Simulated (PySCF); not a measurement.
Zero-point energy (kcal/mol) of eight silicon and germanium compounds: PBE-D3(BJ) beside B3LYP-D3(BJ), computed with PySCF for isolated molecules in the bases named; differences from unrounded values. The eight are the first of their class met in an unordered collection, after screening for sound electronic states; none was chosen by its value. Each level has its own optimised geometry.

| molecule | basis | B3LYP-D3(BJ) | PBE-D3(BJ) | difference |
|---|---|---|---|---|
| C₄H₉FSi, SMILES C[C@H]1C[C@@]1(F)[SiH3] | def2-SVP | 72.65 | 70.59 | -2.06 |
| C2H10Si4, SMILES [SiH3][SiH2][Si@@H]1C=C[SiH2]1 | def2-SVP | 62.76 | 60.75 | -2.01 |
| C3H13NSi2, SMILES C[SiH2]N[C@H](C)[SiH3] | def2-SVP | 94.54 | 91.90 | -2.65 |
| Cl₃H₃OSi₂, SMILES [SiH2](O[SiH](Cl)Cl)Cl | def2-SVP | 23.30 | 22.52 | -0.78 |
| C2H4F2OSi, SMILES F[Si](C=C)(O)F | def2-SVP | 39.49 | 38.40 | -1.09 |
| C₃H₁₁ClSi₂, SMILES C([Si@H](Cl)[SiH2]C)C | def2-SVP | 81.47 | 79.30 | -2.17 |
| FH₆NOSi₂, SMILES O[SiH2]N[SiH2]F | def2-SVP | 43.27 | 41.96 | -1.31 |
| C3H5ClOSi, SMILES C=C=C([SiH2]O)Cl | def2-SVP | 43.03 | 41.73 | -1.30 |

PBE-D3(BJ) lies below B3LYP-D3(BJ) in 8 and above it in 0 of the eight; the mean signed difference is -1.67 and the largest -2.65 kcal/mol.
